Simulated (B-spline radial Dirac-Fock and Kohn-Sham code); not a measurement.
Level of theory: Dirac-Fock ΔSCF + Breit + QED; a radial B-spline solver. Two-hole levels are in intermediate coupling, intensities from independent-particle Coulomb rates.

Problem. These computed lines form the K-LL Auger spectrum of a free neutral atom. Which element, and how are the lines assigned?

| kinetic energy (eV) | relative intensity |
| --- | --- |
| 24380.1 | 21 |
| 24743.5 | 33 |
| 24777.5 | 3 |
| 25071.6 | 6 |
| 25076.8 | 27 |
| 25130.3 | 7 |
| 25430.9 | 100 |
| 25760.0 | 6 |
| 25794.4 | 36 |

Solution. Cs ([Xe] 6s1). From low to high energy: K-L1L1 ¹S0, K-L1L2 ³P1, K-L1L2 ³P0, K-L2L2 ³P0, K-L1L3 ¹P1, K-L1L3 ³P2, K-L2L3 ¹D2, K-L3L3 ¹S0, K-L3L3 ³P2. The labels give the leading jj configuration and the leading LS term by weight; in heavy atoms the literature often keeps the label of the LS limit instead.
